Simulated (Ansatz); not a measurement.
C2H3O2 (SMILES [CH2]OC=O), doublet, geometry from GFN2-xTB, atoms displaced at random by about 0.1 Å a coordinate; B3LYP/pcseg-1 (Ansatz, a first-principles code).

The Ansatz input:
Ansatz 0.2 input:
```yaml
crystal:
  periodic: [false, false, false]
  atoms:
    - {symbol: C, position_ang: [-1.35428229, -0.36386180, -0.28709225]}
    - {symbol: O, position_ang: [-0.29133729, -0.94245512, -0.00817677]}
    - {symbol: C, position_ang: [1.08830928, 0.02378173, 0.11819643]}
    - {symbol: O, position_ang: [0.89242212, 0.94538712, -0.04858728]}
    - {symbol: H, position_ang: [-1.54251422, 0.73160183, -0.51955528]}
    - {symbol: H, position_ang: [-2.08402914, -1.02008555, -0.41524050]}
    - {symbol: H, position_ang: [1.78837962, -0.59712884, 0.47099586]}
basis:
  gaussian:
    orbitals: pcseg-1.json
hamiltonian:
  xc: b3lyp
magnetization: {spin_polarized: true, initial_magnetization: 1}
relax: {max_displacement: 0.5}
```
The basis file holds pcseg-1 in the JSON format of the Basis Set Exchange.

Task: Predict the main parts of the log of this Ansatz run.

Result: 
```
Functional definition: B3LYP
774 factors; integrals over basis functions are off by at most 3.3e-4 eV
mean field evaluation 1: about -6201.8113 eV, gradient 4.0e1 eV
mean field evaluation 2: about -6194.3110 eV, gradient 5.8e1 eV
mean field evaluation 4: about -6208.1362 eV, gradient 4.5e0 eV
mean field evaluation 8: about -6208.2667 eV, gradient 2.4e-1 eV
mean field evaluation 16: about -6208.2671 eV, gradient 1.3e-4 eV
mean field -6208.26709415 eV, -228.1496075953 hartree, gradient 3.4e-5 eV, S^2 0.752671; 0 other end points of the search recorded, 0 dependent functions left out
the calculation of the forces begins
reference -6208.26729186 eV, -228.1496148610 hartree; 16, 15 occupied and 55, 56 virtual orbitals, 774 factors
relax step   1: F+E_penalty+E_count = -6208.26709415 eV  Δ(F+E_penalty+E_count) = +0.000e0 eV  max|allowed force component| = 4.581e1 eV/Å  Δτ_max = 0.0000 Å  (29 SCF iters, accepted)
these checks for a lower state are left out or cut short: starts, cluster_reference, orbital_swaps, neighbouring_geometries, increment
774 factors; integrals over basis functions are off by at most 7.6e-4 eV
mean field -6213.08825553 eV, -228.3267820081 hartree, gradient 2.7e-5 eV, S^2 0.755459; 0 other end points of the search recorded, 0 dependent functions left out
the calculation of the forces begins
reference -6213.08845062 eV, -228.3267891777 hartree; 16, 15 occupied and 55, 56 virtual orbitals, 774 factors
relax step   2: F+E_penalty+E_count = -6213.08825553 eV  Δ(F+E_penalty+E_count) = -4.821e0 eV  max|allowed force component| = 3.541e0 eV/Å  Δτ_max = 0.2429 Å  (41 SCF iters, accepted)
these checks for a lower state are left out or cut short: starts, cluster_reference, orbital_swaps, neighbouring_geometries, increment
774 factors; integrals over basis functions are off by at most 1.4e-3 eV
mean field evaluation 32: about -6212.2745 eV, gradient 1.8e-3 eV
mean field -6212.27450910 eV, -228.2968773786 hartree, gradient 1.1e-5 eV, S^2 0.759140; 0 other end points of the search recorded, 0 dependent functions left out
the calculation of the forces begins
reference -6212.27470954 eV, -228.2968847445 hartree; 16, 15 occupied and 55, 56 virtual orbitals, 774 factors
relax step   3: F+E_penalty+E_count = -6212.27450910 eV  Δ(F+E_penalty+E_count) = +8.137e-1 eV  max|allowed force component| = 6.676e0 eV/Å  Δτ_max = 0.3238 Å  (44 SCF iters, rejected (line search))
these checks for a lower state are left out or cut short: starts, cluster_reference, orbital_swaps, neighbouring_geometries, increment
774 factors; integrals over basis functions are off by at most 7.8e-4 eV
mean field -6213.58067147 eV, -228.3448779604 hartree, gradient 3.3e-5 eV, S^2 0.754287; 0 other end points of the search recorded, 0 dependent functions left out
the calculation of the forces begins
reference -6213.58086419 eV, -228.3448850425 hartree; 16, 15 occupied and 55, 56 virtual orbitals, 774 factors
relax step   4: F+E_penalty+E_count = -6213.58067147 eV  Δ(F+E_penalty+E_count) = -4.924e-1 eV  max|allowed force component| = 3.501e0 eV/Å  Δτ_max = 0.1067 Å  (35 SCF iters, accepted)
these checks for a lower state are left out or cut short: starts, cluster_reference, orbital_swaps, neighbouring_geometries, increment
774 factors; integrals over basis functions are off by at most 7.1e-4 eV
mean field -6213.85931233 eV, -228.3551178231 hartree, gradient 2.6e-5 eV, S^2 0.753912; 0 other end points of the search recorded, 0 dependent functions left out
the calculation of the forces begins
reference -6213.85950563 eV, -228.3551249265 hartree; 16, 15 occupied and 55, 56 virtual orbitals, 774 factors
relax step   5: F+E_penalty+E_count = -6213.85931233 eV  Δ(F+E_penalty+E_count) = -2.786e-1 eV  max|allowed force component| = 1.190e0 eV/Å  Δτ_max = 0.1473 Å  (39 SCF iters, accepted)
these checks for a lower state are left out or cut short: starts, cluster_reference, orbital_swaps, neighbouring_geometries, increment
774 factors; integrals over basis functions are off by at most 7.2e-4 eV
mean field -6213.97316830 eV, -228.3593019527 hartree, gradient 1.4e-5 eV, S^2 0.753874; 0 other end points of the search recorded, 0 dependent functions left out
the calculation of the forces begins
reference -6213.97336161 eV, -228.3593090569 hartree; 16, 15 occupied and 55, 56 virtual orbitals, 774 factors
relax step   6: F+E_penalty+E_count = -6213.97316830 eV  Δ(F+E_penalty+E_count) = -1.139e-1 eV  max|allowed force component| = 6.372e-1 eV/Å  Δτ_max = 0.1543 Å  (35 SCF iters, accepted)
these checks for a lower state are left out or cut short: starts, cluster_reference, orbital_swaps, neighbouring_geometries, increment
774 factors; integrals over basis functions are off by at most 7.0e-4 eV
mean field -6213.98504908 eV, -228.3597385634 hartree, gradient 2.4e-5 eV, S^2 0.753790; 0 other end points of the search recorded, 0 dependent functions left out
the calculation of the forces begins
reference -6213.98524201 eV, -228.3597456533 hartree; 16, 15 occupied and 55, 56 virtual orbitals, 774 factors
relax step   7: F+E_penalty+E_count = -6213.98504908 eV  Δ(F+E_penalty+E_count) = -1.188e-2 eV  max|allowed force component| = 2.283e-1 eV/Å  Δτ_max = 0.0194 Å  (35 SCF iters, accepted)
these checks for a lower state are left out or cut short: starts, cluster_reference, orbital_swaps, neighbouring_geometries, increment
774 factors; integrals over basis functions are off by at most 7.0e-4 eV
mean field evaluation 64: about -6213.9403 eV, gradient 5.7e-1 eV
mean field -6213.98655491 eV, -228.3597939016 hartree, gradient 2.3e-5 eV, S^2 0.753774; 0 other end points of the search recorded, 0 dependent functions left out
the calculation of the forces begins
reference -6213.98674761 eV, -228.3598009830 hartree; 16, 15 occupied and 55, 56 virtual orbitals, 774 factors
relax step   8: F+E_penalty+E_count = -6213.98655491 eV  Δ(F+E_penalty+E_count) = -1.506e-3 eV  max|allowed force component| = 1.072e-1 eV/Å  Δτ_max = 0.0162 Å  (36 SCF iters, accepted)
these checks for a lower state are left out or cut short: starts, cluster_reference, orbital_swaps, neighbouring_geometries, increment
774 factors; integrals over basis functions are off by at most 6.7e-4 eV
mean field -6213.98223718 eV, -228.3596352280 hartree, gradient 2.3e-5 eV, S^2 0.753695; 0 other end points of the search recorded, 0 dependent functions left out
the calculation of the forces begins
reference -6213.98242994 eV, -228.3596423119 hartree; 16, 15 occupied and 55, 56 virtual orbitals, 774 factors
relax step   9: F+E_penalty+E_count = -6213.98223718 eV  Δ(F+E_penalty+E_count) = +4.318e-3 eV  max|allowed force component| = 6.215e-1 eV/Å  Δτ_max = 0.0131 Å  (36 SCF iters, rejected (line search))
these checks for a lower state are left out or cut short: starts, cluster_reference, orbital_swaps, neighbouring_geometries, increment
774 factors; integrals over basis functions are off by at most 7.0e-4 eV
mean field -6213.98692341 eV, -228.3598074438 hartree, gradient 9.4e-6 eV, S^2 0.753765; 0 other end points of the search recorded, 0 dependent functions left out
the calculation of the forces begins
reference -6213.98711616 eV, -228.3598145270 hartree; 16, 15 occupied and 55, 56 virtual orbitals, 774 factors
relax step  10: F+E_penalty+E_count = -6213.98692341 eV  Δ(F+E_penalty+E_count) = -3.685e-4 eV  max|allowed force component| = 1.646e-2 eV/Å  Δτ_max = 0.0038 Å  (29 SCF iters, accepted)
these checks for a lower state are left out or cut short: starts, cluster_reference, orbital_swaps, neighbouring_geometries, increment
774 factors; integrals over basis functions are off by at most 7.0e-4 eV
mean field -6213.98692988 eV, -228.3598076813 hartree, gradient 2.1e-5 eV, S^2 0.753766; 0 other end points of the search recorded, 0 dependent functions left out
the calculation of the forces begins
reference -6213.98712263 eV, -228.3598147649 hartree; 16, 15 occupied and 55, 56 virtual orbitals, 774 factors
relax step  11: F+E_penalty+E_count = -6213.98692988 eV  Δ(F+E_penalty+E_count) = -6.463e-6 eV  max|allowed force component| = 2.865e-3 eV/Å  Δτ_max = 0.0006 Å  (23 SCF iters, accepted)
774 factors; integrals over basis functions are off by at most 7.0e-4 eV
mean field evaluation 96: about -6213.9864 eV, gradient 3.2e-1 eV
mean field -6213.98692988 eV, -228.3598076813 hartree, gradient 2.1e-5 eV, S^2 0.753766; 1 other end points of the search recorded, 0 dependent functions left out
the calculation of the forces begins
reference -6213.98712263 eV, -228.3598147649 hartree; 16, 15 occupied and 55, 56 virtual orbitals, 774 factors
Total energy: -6213.98712263 eV, -228.3598147649 hartree
Atom 0 at    -1.363447    -0.352979    -0.337401 Å, force     0.002865    -0.000963     0.000042 eV/Å
Atom 1 at    -0.160305    -0.890657     0.026305 Å, force    -0.000284    -0.002043     0.000093 eV/Å
Atom 2 at     0.919682    -0.064655     0.140100 Å, force     0.000387     0.002683     0.000192 eV/Å
Atom 3 at     0.909766     1.119913    -0.052853 Å, force    -0.000326     0.000838    -0.000232 eV/Å
Atom 4 at    -1.431708     0.715024    -0.511085 Å, force    -0.001131     0.000896    -0.000298 eV/Å
Atom 5 at    -2.165907    -1.077143    -0.391248 Å, force    -0.001947     0.000308     0.000015 eV/Å
Atom 6 at     1.788867    -0.672264     0.436722 Å, force     0.000436    -0.001718     0.000190 eV/Å
Dipole moment:    -0.134560    -0.321683     0.025984 e Å
```
